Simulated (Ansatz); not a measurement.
Ansatz (a quantum-chemistry and plane-wave program) input (CCSD(T)/aug-cc-pVDZ):

Ansatz 0.2 input:
```yaml
crystal:
  periodic: [false, false, false]
  atoms:
    - {symbol: Ge, position_ang: [-0.00000000, -0.00000000, -1.11111405]}
    - {symbol: Se, position_ang: [0.00000000, 0.00000000, 1.04575440]}
basis:
  gaussian:
    orbitals: aug-cc-pVDZ
magnetization: {spin_polarized: false}
correlation: {method: ccsd_t, electrons: outside_noble_gas}
output: {forces: true}
```

End of the output:

```
cycle   3  -5.73553371 eV  change   -7.9e-2 eV  update   2.5e-2
cycle   4  -5.72872656 eV  change    6.8e-3 eV  update   6.6e-3
cycle   5  -5.72879657 eV  change   -7.0e-5 eV  update   2.4e-3
cycle   6  -5.72861876 eV  change    1.8e-4 eV  update   6.0e-4
cycle   7  -5.72857005 eV  change    4.9e-5 eV  update   1.5e-4
cycle   8  -5.72857966 eV  change   -9.6e-6 eV  update   4.8e-5
cycle   9  -5.72856906 eV  change    1.1e-5 eV  update   1.3e-5
cycle  10  -5.72856449 eV  change    4.6e-6 eV  update   3.4e-6
cycle  11  -5.72856540 eV  change   -9.1e-7 eV  update   1.0e-6
perturbative correction -0.32525406 eV, -0.0119528661 hartree
the calculation of the forces begins
Total energy: -121782.25996223 eV, -4475.4155066314 hartree
Atom 0 at    -0.000000    -0.000000    -1.111114 Å, force     0.000000     0.000000    -0.673390 eV/Å
Atom 1 at     0.000000     0.000000     1.045754 Å, force    -0.000000    -0.000000     0.673390 eV/Å
Dipole moment:     0.000000     0.000000    -0.337310 e Å
```
